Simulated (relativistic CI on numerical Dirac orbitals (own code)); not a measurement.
# d1 to d9 in one octahedral field

Computed with a parametric ligand-field model without spin-orbit coupling, by exact diagonalisation: B = 570, C = 2250, 10Dq = 24900 cm⁻¹ (Oh; |10Dq|/B = 43.7) for every shell. Energies in cm⁻¹; the field energy is (0.6 n_e − 0.4 n_t2) × 10Dq of the ground term; g labels are left out.

```
Shell  Ground term  Electrons in e  Field energy  First spin-allowed bands  Lowest term of other spin
   d1          2T2           0.000         -9960                  2E 24900                           
   d2          3T1           0.012        -19609      3T2 23575, 3T1 30799                   1T2 8145
   d3          4A2           0.000        -29880      4T2 24900, 4T1 31165                   2E 11183
   d4          3T1           0.019        -39376       3E 22758, 3T1 23309                   1T2 6804
   d5          2T2           0.035        -48931      2A2 21964, 2T1 22171                  4T1 14044
   d6          1A1           0.026        -59121      1T1 23308, 1T2 31255                  3T1 18507
   d7           2E           1.018        -44379      2T1 23174, 2T2 23703                  4T1 13818
   d8          3A2           2.000        -29880      3T2 24900, 3T1 31165                    1E 8983
   d9           2E           3.000        -14940                 2T2 24900
```

Low spin: d4, d5, d6, d7; the other shells keep the spin of the free ion. Only d4 to d7 can choose; the field needed to pair spins is smallest for d6 and largest for d5, which loses most exchange energy. In the strong-field picture 10Dq must exceed about 6B + 5C = 14670 (d4), 7.5B + 5C = 15525 (d5), 2.5B + 4C = 10425 (d6) and 4B + 4C = 11280 (d7); mixing of terms shifts these bounds somewhat.
